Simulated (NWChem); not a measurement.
System: BF2, doublet; SMILES F[B]F

The following NWChem deck was run.

```
start job
memory heap 200 mb stack 900 mb global 1100 mb
geometry units angstroms noautosym nocenter noautoz
  F      1.136628     0.000000    -0.131689
  B      0.000000     0.000000     0.512857
  F     -1.136628     0.000000    -0.131689
end
basis spherical
  F library def2-svp
  B library def2-svp
end
dft
  odft
  mult 2
  xc b3lyp
  iterations 150
  mulliken
end
task dft energy
esp
  recalculate
  probe 0.07
  range 0.3
  factor 1.0
  spacing 0.02
end
task esp
```

Output (shortened):

```
             Northwest Computational Chemistry Package (NWChem) 7.3.0
             --------------------------------------------------------

                             Geometry "geometry" -> ""
                             -------------------------

 Output coordinates in angstroms (scale by  1.889725989 to convert to a.u.)

  No.       Tag          Charge          X              Y              Z
 ---- ---------------- ---------- -------------- -------------- --------------
    1 F                    9.0000     1.13662800     0.00000000    -0.13168900
    2 B                    5.0000     0.00000000     0.00000000     0.51285700
    3 F                    9.0000    -1.13662800     0.00000000    -0.13168900

 Effective nuclear repulsion energy (a.u.)      55.3040839151

                                 NWChem DFT Module
                                 -----------------

 Summary of "ao basis" -> "ao basis" (spherical)
 ------------------------------------------------------------------------------
       Tag                 Description            Shells   Functions and Types
 ---------------- ------------------------------  ------  ---------------------
 F                          def2-svp                 6       14   3s2p1d
 B                          def2-svp                 6       14   3s2p1d

            General Information
            -------------------
          SCF calculation type: DFT
          Wavefunction type:  spin polarized.
          No. of atoms     :     3
          No. of electrons :    23
           Alpha electrons :    12
            Beta electrons :    11
          Charge           :     0
          Spin multiplicity:     2
          Use of symmetry is: off; symmetry adaption is: off
          Maximum number of iterations: 150
          AO basis - number of functions:    42
                     number of shells:    18
          Convergence on energy requested:  1.00D-06
          Convergence on density requested:  1.00D-05
          Convergence on gradient requested:  5.00D-04

              XC Information
              --------------
                         B3LYP Method XC Potential
                     Hartree-Fock (Exact) Exchange  0.200
                        Slater Exchange Functional  0.800 local
                    Becke 1988 Exchange Functional  0.720 non-local
              Lee-Yang-Parr Correlation Functional  0.810
                  VWN I RPA Correlation Functional  0.190 local

             Grid Information
             ----------------
          Grid used for XC integration:  medium
          Radial quadrature: Mura-Knowles
          Angular quadrature: Lebedev.
          Tag              B.-S. Rad. Rad. Pts. Rad. Cut. Ang. Pts.
          ---              ---------- --------- --------- ---------
          F                   0.50       49           6.0       434
          B                   0.85       49           5.0       434
          Grid pruning is: on
          Number of quadrature shells:   147
          Spatial weights used:  Erf1

      Superposition of Atomic Density Guess
      -------------------------------------

 Sum of atomic energies:        -223.08901740

      Non-variational initial energy
      ------------------------------

 Total energy =    -223.631379
 1-e energy   =    -419.842327
 2-e energy   =     140.906864
 HOMO         =      -0.152063
 LUMO         =       0.088639

     ---------------------------------------------
      Total Density - Mulliken Population Analysis
     ---------------------------------------------

    Atom       Charge   Shell Charges
 -----------   ------   -------------------------------------------------------
    1 F    9     9.32   1.99  1.15  0.71  3.49  1.98  0.00
    2 B    5     4.35   1.99  0.75  0.47  0.81  0.18  0.16
    3 F    9     9.32   1.99  1.15  0.71  3.49  1.98  0.00

     --------------------------------------------
      Spin Density - Mulliken Population Analysis
     --------------------------------------------

    Atom       Charge   Shell Charges
 -----------   ------   -------------------------------------------------------
    1 F    9     0.05   0.00  0.01 -0.01  0.05 -0.00  0.00
    2 B    5     0.91   0.00  0.21  0.43  0.18  0.07  0.01
    3 F    9     0.05   0.00  0.01 -0.01  0.05 -0.00  0.00

   convergence    iter        energy       DeltaE   RMS-Dens  Diis-err
 ---------------- ----- ----------------- --------- --------- ---------
 d= 0,ls=0.0,diis     1   -224.3149918062 -2.80D+02  1.64D-02  1.56D-01
                                                     1.21D-02  1.40D-01
 d= 0,ls=0.0,diis     2   -224.2838683071  3.11D-02  6.41D-03  3.16D-01
                                                     6.58D-03  3.23D-01
 d= 0,ls=0.0,diis     3   -224.3958202266 -1.12D-01  1.11D-03  4.17D-03
                                                     9.84D-04  3.76D-03
 d= 0,ls=0.0,diis     4   -224.3971090256 -1.29D-03  4.46D-04  1.63D-04
                                                     1.82D-04  1.63D-04
 d= 0,ls=0.0,diis     5   -224.3971975994 -8.86D-05  8.45D-05  3.55D-06
                                                     5.29D-05  1.38D-06
  Resetting Diis
 d= 0,ls=0.0,diis     6   -224.3972007853 -3.19D-06  5.08D-06  3.81D-08
                                                     8.79D-06  6.82D-08
 d= 0,ls=0.0,diis     7   -224.3972008420 -5.67D-08  1.89D-06  4.48D-09
                                                     7.83D-07  1.53D-09

         Total DFT energy =     -224.397200842049
      One electron energy =     -420.913306114555
           Coulomb energy =      166.216185381051
    Exchange-Corr. energy =      -25.004164023613
 Nuclear repulsion energy =       55.304083915068

 Numeric. integr. density =       23.000000951278

                    DFT Final Alpha Molecular Orbital Analysis
                    ------------------------------------------

 Vector   10  Occ=1.000000D+00  E=-4.592925D-01
              MO Center= -1.1D-06,  3.7D-10, -1.2D-01, r^2= 1.7D+00
   Bfn.  Coefficient  Atom+Function         Bfn.  Coefficient  Atom+Function
  ----- ------------  ---------------      ----- ------------  ---------------
     5      0.479504  1 F  py                33     -0.479504  3 F  py
     8     -0.322226  1 F  py                36      0.322226  3 F  py
    24     -0.049765  2 B  d -2

 Vector   11  Occ=1.000000D+00  E=-4.482885D-01
              MO Center= -8.5D-07, -2.5D-11, -9.1D-02, r^2= 1.8D+00
   Bfn.  Coefficient  Atom+Function         Bfn.  Coefficient  Atom+Function
  ----- ------------  ---------------      ----- ------------  ---------------
     4      0.346909  1 F  px                 6      0.345339  1 F  pz
    32      0.346909  3 F  px                34     -0.345339  3 F  pz
     9     -0.234600  1 F  pz                37      0.234600  3 F  pz
     7     -0.211513  1 F  px                35     -0.211513  3 F  px
    21     -0.070506  2 B  px                27      0.046993  2 B  d  1

 Vector   12  Occ=1.000000D+00  E=-2.473165D-01
              MO Center= -1.7D-08,  2.2D-09,  9.2D-01, r^2= 1.5D+00
   Bfn.  Coefficient  Atom+Function         Bfn.  Coefficient  Atom+Function
  ----- ------------  ---------------      ----- ------------  ---------------
    17      0.487458  2 B  s                 20     -0.481492  2 B  pz
    16      0.394261  2 B  s                  6      0.231627  1 F  pz
    34      0.231627  3 F  pz                 9     -0.174442  1 F  pz
    37     -0.174442  3 F  pz                23      0.166217  2 B  pz
    15      0.164617  2 B  s                  3     -0.094187  1 F  s

 Vector   13  Occ=0.000000D+00  E=-2.466662D-02
              MO Center= -1.8D-08, -1.6D-09,  5.0D-01, r^2= 1.9D+00
   Bfn.  Coefficient  Atom+Function         Bfn.  Coefficient  Atom+Function
  ----- ------------  ---------------      ----- ------------  ---------------
    19      0.626609  2 B  py                22     -0.567140  2 B  py
     5     -0.261521  1 F  py                33     -0.261521  3 F  py
     8      0.247614  1 F  py                36      0.247615  3 F  py
    25     -0.030361  2 B  d -1

 Vector   14  Occ=0.000000D+00  E= 1.152430D-01
              MO Center=  1.1D-07,  2.0D-10, -4.1D-01, r^2= 3.0D+00
   Bfn.  Coefficient  Atom+Function         Bfn.  Coefficient  Atom+Function
  ----- ------------  ---------------      ----- ------------  ---------------
    17      1.378313  2 B  s                 23     -0.813010  2 B  pz
     3     -0.526104  1 F  s                 31     -0.526104  3 F  s
    16     -0.414063  2 B  s                 20      0.297972  2 B  pz
     7      0.152605  1 F  px                35     -0.152605  3 F  px
     2     -0.128353  1 F  s                 30     -0.128353  3 F  s

 Vector   15  Occ=0.000000D+00  E= 1.397957D-01
              MO Center= -1.1D-07, -5.8D-11,  8.1D-01, r^2= 4.1D+00
   Bfn.  Coefficient  Atom+Function         Bfn.  Coefficient  Atom+Function
  ----- ------------  ---------------      ----- ------------  ---------------
    21      1.350693  2 B  px                 3     -0.598502  1 F  s
    31      0.598502  3 F  s                 18     -0.212820  2 B  px
     9     -0.155834  1 F  pz                37      0.155834  3 F  pz
     6      0.128637  1 F  pz                34     -0.128637  3 F  pz
     2     -0.106718  1 F  s                 30      0.106718  3 F  s

                     DFT Final Beta Molecular Orbital Analysis
                     -----------------------------------------

 Vector    9  Occ=1.000000D+00  E=-4.956513D-01
              MO Center=  8.2D-07,  1.2D-10, -4.9D-02, r^2= 1.7D+00
   Bfn.  Coefficient  Atom+Function         Bfn.  Coefficient  Atom+Function
  ----- ------------  ---------------      ----- ------------  ---------------
     6      0.419211  1 F  pz                34      0.419210  3 F  pz
     9     -0.264723  1 F  pz                37     -0.264722  3 F  pz
     4      0.137083  1 F  px                32     -0.137082  3 F  px
    20      0.132609  2 B  pz                16     -0.130923  2 B  s
     7     -0.089452  1 F  px                35      0.089451  3 F  px

 Vector   10  Occ=1.000000D+00  E=-4.585876D-01
              MO Center= -1.2D-06,  3.9D-10, -1.2D-01, r^2= 1.7D+00
   Bfn.  Coefficient  Atom+Function         Bfn.  Coefficient  Atom+Function
  ----- ------------  ---------------      ----- ------------  ---------------
     5      0.479211  1 F  py                33     -0.479211  3 F  py
     8     -0.323107  1 F  py                36      0.323107  3 F  py
    24     -0.048311  2 B  d -2

 Vector   11  Occ=1.000000D+00  E=-4.417201D-01
              MO Center= -1.1D-06, -3.3D-11, -9.1D-02, r^2= 1.8D+00
   Bfn.  Coefficient  Atom+Function         Bfn.  Coefficient  Atom+Function
  ----- ------------  ---------------      ----- ------------  ---------------
     6      0.355645  1 F  pz                34     -0.355645  3 F  pz
     4      0.332639  1 F  px                32      0.332639  3 F  px
     9     -0.243524  1 F  pz                37      0.243524  3 F  pz
     7     -0.206361  1 F  px                35     -0.206361  3 F  px
    21     -0.073100  2 B  px                27      0.041990  2 B  d  1

 Vector   12  Occ=0.000000D+00  E=-9.316352D-02
              MO Center=  2.4D-08, -3.6D-09,  1.0D+00, r^2= 1.8D+00
   Bfn.  Coefficient  Atom+Function         Bfn.  Coefficient  Atom+Function
  ----- ------------  ---------------      ----- ------------  ---------------
    17      0.760585  2 B  s                 20     -0.372777  2 B  pz
    16      0.239039  2 B  s                 23      0.185938  2 B  pz
     6      0.184337  1 F  pz                34      0.184337  3 F  pz
     3     -0.154935  1 F  s                 31     -0.154935  3 F  s
    15      0.149693  2 B  s                  9     -0.146378  1 F  pz

 Vector   13  Occ=0.000000D+00  E= 7.014684D-03
              MO Center= -1.4D-08,  3.1D-09,  4.9D-01, r^2= 2.1D+00
   Bfn.  Coefficient  Atom+Function         Bfn.  Coefficient  Atom+Function
  ----- ------------  ---------------      ----- ------------  ---------------
    22     -0.618040  2 B  py                19      0.590016  2 B  py
     5     -0.256961  1 F  py                33     -0.256961  3 F  py
     8      0.245629  1 F  py                36      0.245629  3 F  py

 Vector   14  Occ=0.000000D+00  E= 1.267808D-01
              MO Center=  5.0D-08,  5.2D-10, -3.9D-01, r^2= 3.1D+00
   Bfn.  Coefficient  Atom+Function         Bfn.  Coefficient  Atom+Function
  ----- ------------  ---------------      ----- ------------  ---------------
    17      1.203435  2 B  s                 23     -0.947365  2 B  pz
     3     -0.521779  1 F  s                 31     -0.521779  3 F  s
    16     -0.337728  2 B  s                 20      0.266889  2 B  pz
     7      0.160419  1 F  px                35     -0.160419  3 F  px
     6     -0.117406  1 F  pz                34     -0.117406  3 F  pz

     ---------------------------------------------
      Total Density - Mulliken Population Analysis
     ---------------------------------------------

    Atom       Charge   Shell Charges
 -----------   ------   -------------------------------------------------------
    1 F    9     9.06   1.99  1.14  0.70  3.37  1.85  0.01
    2 B    5     4.88   1.99  0.79  0.28  1.35  0.27  0.21
    3 F    9     9.06   1.99  1.14  0.70  3.37  1.85  0.01

     --------------------------------------------
      Spin Density - Mulliken Population Analysis
     --------------------------------------------

    Atom       Charge   Shell Charges
 -----------   ------   -------------------------------------------------------
    1 F    9     0.03   0.00  0.01 -0.01  0.05 -0.01  0.00
    2 B    5     0.94   0.00  0.23  0.30  0.33  0.07  0.01
    3 F    9     0.03   0.00  0.01 -0.01  0.05 -0.01  0.00

     -------------------------------------------
      Total Density - Lowdin Population Analysis
     -------------------------------------------

    Atom       Charge   Shell Charges
 -----------   ------   -------------------------------------------------------
    1 F    9     8.92   1.98  0.98  0.70  3.21  2.04  0.01
    2 B    5     5.16   1.96  0.57  0.40  1.25  0.52  0.46
    3 F    9     8.92   1.98  0.98  0.70  3.21  2.04  0.01

     ------------------------------------------
      Spin Density - Lowdin Population Analysis
     ------------------------------------------

[...]

                     NWChem Electrostatic Potential Fit Module
                     -----------------------------------------

 Atom parameters

 Number of atoms is                                    3
 Number of basis functions is                         42

 Grid parameters

 Maximum number of grid points is                  19794
 Number of grid points is                          19793
 Grid range                                     0.300000 nm
 Grid spacing                                   0.020000 nm
 Probe radius                                   0.070000 nm
 Atom radius factor                             1.000000

 Atomic radii

    5    0.158000
    9    0.128000
 FASTESP  F
  using M.O. file = ./job.movecs

    Atom              Coordinates                           Charge

                                                  ESP

    1 F     0.113663    0.000000   -0.013169   -0.098654
    2 B     0.000000    0.000000    0.051286    0.196503
    3 F    -0.113663    0.000000   -0.013169   -0.097849
                                            ------------
                                                0.000000

 Dipole moment                                  0.239350

 Quadrupole moment Qxx                         -1.813121
                   Qyy                          0.906561
                   Qzz                          0.906561

 RMS deviation kJ/mol                           0.147899

 RRMS %                                        79.197234
```

Level: B3LYP/def2-SVP, spin-unrestricted. In the optimisation the excess spin sits in a1 (C2v, its own frame). All runs use the structure optimised with PBE0/def2-SVP, spin-unrestricted. No stability test was run on the SCF state.
